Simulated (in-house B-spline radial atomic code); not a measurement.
Configurations of Kr III (Kr2+), with energies counted from [Ar] 3d10 4s2 (4p1/2)2 (4p3/2)2. Computed with an all-electron radial atomic-structure program (B-spline basis): Dirac-Hartree-Fock, average of each configuration as written, Fermi nucleus of rms radius 4.1884 fm. Energies include first-order Breit, QED and recoil terms.

Occupations are held fixed; configurations that lie above the ionisation limit could autoionise.

| configuration | E - E(ref) (eV) | highest orbital | its <r> (bohr) |
| --- | --- | --- | --- |
| [Ar] 3d10 4s2 (4p1/2)2 (4p3/2)1 6s1 | 27.132 | 6s1/2 | 7.039 |
| [Ar] 3d10 4s2 (4p3/2)3 (6d3/2)1 | 32.344 | 6d3/2 | 10.7 |
| [Ar] 3d10 4s2 (4p1/2)2 (4p3/2)1 (6f7/2)1 | 32.48 | 6f7/2 | 15.58 |
| [Ar] 3d10 4s2 (4p1/2)1 (4p3/2)2 (7d5/2)1 | 32.635 | 7d5/2 | 15.98 |
| [Ar] 3d10 4s1 (4p1/2)2 (4p3/2)2 (5d5/2)1 | 44.665 | 5d5/2 | 6.258 |
| [Ar] 3d10 4s1 (4p1/2)1 (4p3/2)3 (5f5/2)1 | 48.783 | 5f5/2 | 10.1 |
| [Ne] 3s2 (3p1/2)1 (3p3/2)4 3d10 4s2 (4p3/2)4 (7p3/2)1 | 249.22 | 7p3/2 | 12.46 |

Problem. Order these further configurations by energy, lowest first.
A. [Ar] 3d10 4s2 (4p1/2)1 (4p3/2)2 8s1
B. [Ar] 3d10 4s1 (4p1/2)2 (4p3/2)2 (8g9/2)1
C. [Ar] 3d10 4s2 (4p1/2)2 (4p3/2)1 (7p1/2)1
D. [Ar] 3d10 4s1 (4p1/2)2 (4p3/2)2 (8f7/2)1
E. [Ar] 3d10 4s2 (4p3/2)4

Solution. E (1.9938 eV), C (31.161 eV), A (32.545 eV), D (51.278 eV), B (51.313 eV).

Problem. How far above the reference does [Ar] (3d3/2)3 (3d5/2)6 4s2 (4p1/2)2 (4p3/2)3 lie?

Solution. 82.406 eV; its least bound orbital is 4p3/2 with <r> = 1.681 bohr.

Problem. How far above the reference does [Ar] 3d10 4s2 (4p1/2)1 (4p3/2)3 lie?

Solution. 0.49903 eV; its least bound orbital is 4p3/2 with <r> = 1.758 bohr.
